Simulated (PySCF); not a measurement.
C5H8O2, SMILES O=C(C)CC(C)=O at its GFN2-xTB optimised geometry (Å):

```
15

C      1.3176    -0.7813     1.3706
C      0.7122    -0.7994     0.0000
O      1.3420    -0.7627    -1.0247
C     -0.8114    -0.7994     0.0000
C     -1.1981     0.6746     0.0000
C     -1.3083     1.2705    -1.3703
O     -1.3420     1.2878     1.0253
H      1.1412    -1.7379     1.8595
H      2.3874    -0.5998     1.3136
H      0.8340    -0.0062     1.9632
H     -1.1781    -1.2878    -0.9006
H     -1.1922    -1.2790     0.8995
H     -1.3981     2.3519    -1.3109
H     -0.4287     0.9954    -1.9502
H     -2.1839     0.8650    -1.8742
```

Calculation: PySCF with PBE0/def2-TZVP. Cells within 0.4 Å of a nucleus heavier than hydrogen are left out (blank, or x).

Map of the log10 of the electron density (e/bohr³), floored at −4 on the plane z = 1.5 Å:

```
|00000000000000000000000000000|
|00000011111100000000000000000|
|00000122222211000000000000000|
|00011233333322100000000000000|
|00012344554433210000000000000|
|00123456666543210000000000000|
|01234567777654321000000000000|
|01234678888765432100000000000|
|01235678999865432221110000000|
|01245679999875433332221110000|
|01235678999865444444332221100|
|01234677888765445555444332210|
|01234566777655456666655443321|
|00123455666554567777766655432|
|00122344555444567888877766543|
|00012334444444567899888876543|
|0001223445554556789xx99987643|
|000123445555555678xxx99987643|
|0001234566665556789xx98876543|
|00012345666655567899988766543|
|00012345566554567889887655432|
|00001234555544456788876554321|
|00001233444443456777765443210|
|00000123333333345666654432100|
|00000012222222234555544321000|
|00000001111111223344433210000|
|00000000000000112233221100000|
|00000000000000001111110000000|
|00000000000000000000000000000|
```
Scale: ten equal steps from -4.00 (start of '0') to -0.304 (end of '9'), in the order '0123456789'; x runs from -3.50 to 3.50, y from -3.50 (bottom) to 3.50 (top).
